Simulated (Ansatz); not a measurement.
The pair A = N2 (SMILES N#N) (first 2 atoms), B = CH4O (SMILES CO); geometry from B3LYP-D3(BJ)/def2-TZVP.
(charge 0, multiplicity 1):
```xyz
8

N     -0.34839     0.36281    -0.32614
N      0.36658    -0.35851     0.07092
C      0.22809    -0.49595     3.64356
O     -0.63274     0.43878     3.00659
H      0.92527    -0.00982     4.33477
H      0.80483    -0.97862     2.85620
H     -0.32982    -1.26712     4.18595
H     -1.15891     0.88330     3.67818
```

Frozen-core correlation. MP2 and its Hartree–Fock in aug-cc-pVQZ, aug-cc-pVTZ are density fitted.

Programs: Ansatz (Gaussian orbitals). Values without a source in brackets are computed.

The counterpoise-corrected interaction energy is E(AB) − E(A in the pair's basis) − E(B in the pair's basis). Total energies (hartree):

| level | AB | A in the pair's basis | B in the pair's basis |
|---|---|---|---|
| HF/aug-cc-pVTZ | -224.0775530 | -108.9859902 | -115.0919691 |
| MP2/aug-cc-pVTZ | -224.8944764 | -109.3637246 | -115.5289564 |
| HF/aug-cc-pVQZ | -224.0918559 | -108.9928128 | -115.0994459 |
| MP2/aug-cc-pVQZ | -224.9574906 | -109.3926968 | -115.5629229 |
| MP2/aug-cc-pVDZ | -224.7005341 | -109.2770062 | -115.4219528 |
| CCSD(T)/aug-cc-pVDZ | -224.7504434 | -109.2933670 | -115.4557299 |

### Question
Work out the counterpoise-corrected interaction energy at the basis-set limit: extrapolate the MP2 correlation part as X⁻³, take Hartree–Fock from the larger set, and add the CCSD(T) − MP2 difference of aug-cc-pVDZ.

### Answer

1. Differences (1 hartree = 627.509 kcal/mol): HF/aug-cc-pVTZ 0.255; MP2/aug-cc-pVTZ -1.127; HF/aug-cc-pVQZ 0.253; MP2/aug-cc-pVQZ -1.174; MP2/aug-cc-pVDZ -0.988; CCSD(T)/aug-cc-pVDZ -0.845.
2. Correlation parts, MP2 less HF: -1.382 in aug-cc-pVTZ (X = 3), -1.427 in aug-cc-pVQZ (X = 4).
3. Limit (4³·(-1.427) − 3³·(-1.382))/(4³ − 3³) = -1.460; with HF/aug-cc-pVQZ it gives -1.207.
4. CCSD(T) less MP2 in aug-cc-pVDZ: 0.144.
Result: -1.06 kcal/mol, against -1.13 at MP2/aug-cc-pVTZ. It is an estimate of this method's limit, not of the exact value.

Ansatz is a first-principles code.
